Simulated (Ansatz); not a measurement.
Abridged output of a molecular run in Ansatz:

```
Functional definition: HF
1786 factors; integrals over basis functions are off by at most 1.2e-3 eV
mean field evaluation 1: about -25426.6719 eV, gradient 3.1e1 eV
mean field evaluation 2: about -25426.9952 eV, gradient 3.2e1 eV
mean field evaluation 4: about -25430.6387 eV, gradient 4.1e0 eV
mean field evaluation 8: about -25430.7231 eV, gradient 2.8e-1 eV
mean field evaluation 16: about -25430.7241 eV, gradient 1.7e-6 eV
mean field -25430.72408407 eV, -934.5618725257 hartree, gradient 1.7e-6 eV, S^2 0.000000; 0 other end points of the search recorded, 0 dependent functions left out
17 core orbitals not correlated: weight in the atoms' cores, before any rotation towards them, 1.000 or more for the frozen orbitals, at most 0.000 for the correlated occupied ones
reference -25430.72408407 eV, -934.5618725257 hartree; 14, 14 occupied and 283, 283 virtual orbitals, 1786 factors
second order -17.97055278 eV of doubles, -0.00000000 eV of singles
cycle   1  -19.18843183 eV  change    -1.2e0 eV  update   1.1e-1
cycle   2  -19.79414281 eV  change   -6.1e-1 eV  update   3.4e-2
cycle   3  -19.88940218 eV  change   -9.5e-2 eV  update   1.4e-2
cycle   4  -19.88278240 eV  change    6.6e-3 eV  update   4.0e-3
cycle   5  -19.88118479 eV  change    1.6e-3 eV  update   1.5e-3
cycle   6  -19.88084077 eV  change    3.4e-4 eV  update   5.7e-4
cycle   7  -19.88082254 eV  change    1.8e-5 eV  update   2.5e-4
cycle   8  -19.88093562 eV  change   -1.1e-4 eV  update   1.2e-4
cycle   9  -19.88094484 eV  change   -9.2e-6 eV  update   4.4e-5
cycle  10  -19.88092231 eV  change    2.3e-5 eV  update   1.6e-5
perturbative correction -0.92449553 eV, -0.0339745841 hartree
Total energy: -25451.52950191 eV, -935.3264575289 hartree
```

Its atoms:

```xyz
14

C     0.759   -1.287    2.127
Si   -0.240   -0.135    1.051
Si    0.796   -0.841   -1.361
B     0.223    0.730   -0.542
Si   -0.973    2.017   -1.460
H     0.893   -0.811    3.104
H     1.744   -1.490    1.706
H     0.235   -2.231    2.294
H    -1.584    0.054    1.671
H     1.561   -1.937   -0.706
H     0.467   -1.251   -2.753
H    -1.271    1.636   -2.871
H    -0.333    3.364   -1.503
H    -2.279    2.181   -0.756
```

**Question.** Which basis set was used?
A. def2-TZVPP
B. def2-QZVPP
C. def2-SVP
D. def2-TZVPPD

**Answer.** A. It gives 314 functions.

**Question.** Write the keys of the input that set method, charge and spin (a neutral closed shell needs none for the last two).

**Answer.** 
```yaml
correlation: {method: ccsd_t}
```
